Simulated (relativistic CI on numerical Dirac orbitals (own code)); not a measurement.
## Spin-orbit doublets in the photoemission of molybdenum

Problem. Photoelectron lines from p, d and f shells are doublets, and peak fits need their splitting and area ratio. Find both for the 3d line of molybdenum, from the calculated spin-orbit constant ζ(3d) = 1.279 eV of the closed-shell ion Mo⁶⁺ with one hole. Is the doublet resolved if instrument, lifetime and solid give each line a width of 2.0 eV (assumed)?

Working.
1. One hole with l = 2 gives j = 5/2 and j = 3/2. For a hole the level of higher j has the lower binding energy.
2. The splitting is (l + ½)ζ = 2.5 × 1.279 = 3.197 eV.
3. The areas follow 2j + 1: 6 : 4, so the weaker line has 0.667 of the stronger one's area, if the radial matrix elements are equal.
4. Splitting over width is 1.60: two separate peaks.

Check. The difference of tabulated binding energies of the element (M4 less M5; Elam, Ravel and Sieber, Radiat. Phys. Chem. 63, 121 (2002), rounded to 0.1 eV or more) is 3.2 eV.

All doublets of Mo⁶⁺, calculated as differences of Dirac-Coulomb-Breit total energies with one hole (eV):

| Shell | Calculated | Without Breit and QED | Tabulated, element |
| --- | --- | --- | --- |
| 2p | 105 | 106.6 | 105.0 |
| 3p | 17.85 | 18.12 | 17.6 |
| 3d | 3.207 | 3.326 | 3.2 |
| 4p | 2.906 | 2.95 | 2.1 † |

The Breit and QED terms lower the splittings by 1.4 to 3.6 %. † marks rows where calculation and table differ by more than 10 %: outer shells contract in the ion, shallow p and d holes are shifted by correlation that this model lacks, and small tabulated differences suffer from rounding or from errors of the compilation.
